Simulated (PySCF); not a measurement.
# Electron correlation in Cl (chlorine, neutral)

[Ne] 3s1 3p6, 2S determinant (an excited configuration). Computed with PySCF 2.14 in x2c-TZVPPall with one added diffuse shell each of s, p, d type (6s6p4d1f, 51 functions), with scalar relativity by spin-free X2C-1e. Frozen: [Ne]; 7 electrons correlated.

```tsv
level	correlation energy (mhartree)
CCSD	-328.34
(T)	-41.58
CCSD(T)	-369.92
```

Diagnostics: T1 = 0.023, D1 = 0.0491, largest double amplitude 0.220.

A double-excitation amplitude exceeds 0.15, a sign of near-degeneracy.

Cost of the coupled-cluster step: of the order of 2.3 core-seconds, for 7 correlated electrons.

Iterations:

```
CC2 = 0
CCSD nocc = (np.int64(4), np.int64(3)), nmo = (46, 46)
frozen orbitals [[0, 1, 2, 3, 4], [0, 1, 2, 3, 4]]
max_cycle = 100
direct = 0
conv_tol = 1e-08
conv_tol_normt = 1e-06
diis_space = 8
diis_start_cycle = 0
Init t2, MP2 energy = -0.249729271881804
Init E_corr(UCCSD) = -0.249729271882203
cycle = 1  E_corr(UCCSD) = -0.282913995198127  dE = -0.0331847233  norm(t1,t2) = 0.157858
cycle = 2  E_corr(UCCSD) = -0.302050337788615  dE = -0.0191363426  norm(t1,t2) = 0.106045
cycle = 3  E_corr(UCCSD) = -0.330662271178654  dE = -0.0286119334  norm(t1,t2) = 0.0702168
cycle = 4  E_corr(UCCSD) = -0.324762747399766  dE = 0.00589952378  norm(t1,t2) = 0.0120677
cycle = 5  E_corr(UCCSD) = -0.327714143269479  dE = -0.00295139587  norm(t1,t2) = 0.0108242
cycle = 6  E_corr(UCCSD) = -0.328494335927105  dE = -0.000780192658  norm(t1,t2) = 0.00283267
cycle = 7  E_corr(UCCSD) = -0.328336116155462  dE = 0.000158219772  norm(t1,t2) = 0.0012841
cycle = 8  E_corr(UCCSD) = -0.328354387586969  dE = -1.82714315e-05  norm(t1,t2) = 0.000738563
cycle = 9  E_corr(UCCSD) = -0.328319050310817  dE = 3.53372762e-05  norm(t1,t2) = 0.000189028
cycle = 10  E_corr(UCCSD) = -0.328338130040623  dE = -1.90797298e-05  norm(t1,t2) = 6.60474e-05
cycle = 11  E_corr(UCCSD) = -0.328337192928162  dE = 9.37112461e-07  norm(t1,t2) = 9.75105e-06
cycle = 12  E_corr(UCCSD) = -0.328337795824317  dE = -6.02896155e-07  norm(t1,t2) = 3.46666e-06
cycle = 13  E_corr(UCCSD) = -0.328337728538051  dE = 6.72862662e-08  norm(t1,t2) = 6.90509e-07
cycle = 14  E_corr(UCCSD) = -0.328337712179142  dE = 1.63589091e-08  norm(t1,t2) = 1.3793e-07
cycle = 15  E_corr(UCCSD) = -0.328337721398394  dE = -9.21925214e-09  norm(t1,t2) = 4.33412e-08
UCCSD converged
E(UCCSD) = -460.6441202172924  E_corr = -0.3283377213983937
UCCSD(T) correction = -0.0415839620399436
```
